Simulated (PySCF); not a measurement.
Input for PySCF:
```python
from pyscf import gto, scf

mol = gto.M(
    atom='''
Cl   -1.297627   -1.060835   -0.817422
Si   -0.106813    0.188391    0.322649
Cl   -0.847331    2.105408   -0.695292
Cl    0.475527   -1.449641    1.818395
Cl    1.757395    0.249922   -0.571391
''',
    basis='def2-svp',
    charge=-1,
    spin=1,
    verbose=4,
)

mf = scf.UHF(mol)
mf = mf.density_fit(auxbasis='def2-universal-jkfit')
mf.kernel()
mf.analyze()
```

Q: Estimate the <S^2> that DF-HF/def2-SVP in PySCF returns for this input.

A: 0.759

Q: Predict the HOMO energy from DF-HF/def2-SVP.

A: -3.79 eV

Q: Predict the total energy from DF-HF/def2-SVP.

A: -2126.459483 Ha

These values belong to the state on which the SCF converged, which isn't shown to be the lowest.
